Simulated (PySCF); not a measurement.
## Threshold energies of InP in a plasma

PBE in PySCF with def2-TZVPPD on every atom (core potentials on In), for the lowest determinant that a PBE0 search found; no spin–orbit coupling.

```csv
species,state (unpaired electrons),Re (Å),ωe (cm⁻¹),energy of the minimum from the neutral (eV),De (eV),dissociates to
InP,triplet (π ↑↑),2.673,244,0.00,2.12,In + P
InP⁺,"quartet (σ ↑, π ↑↑)",2.878,127,7.19,0.51,In⁺ + P
```

Problem. Work out the lowest energy to break InP into atoms, from its vibrational ground state.

Solution. D0 = De − ωe/2 = 2.12 − 0.02 = 2.10 eV (PBE/def2-TZVPPD).

Problem. Work out the ionisation energy of the In atom at this level and the threshold of dissociative ionisation.

Solution. IE(In) = 7.19 + 0.51 − 2.12 = 5.58 eV, so In⁺ + P + e⁻ appears at D0 + IE(In) = 7.68 eV (PBE/def2-TZVPPD). The measured IE(In) is 5.786 eV (NIST ASD).

These are thermodynamic thresholds; the onsets seen under electron impact lie higher where the geometry changes, and cross-sections peak well above them.

Spin–orbit coupling is left out, which matters for elements this heavy, above all for dissociation energies. For an ion De counts to the pair picked by the measured ionisation energies or electron affinities, which need not be the lowest pair at this level. States were picked by a PBE0 search and need not be the measured ground states.
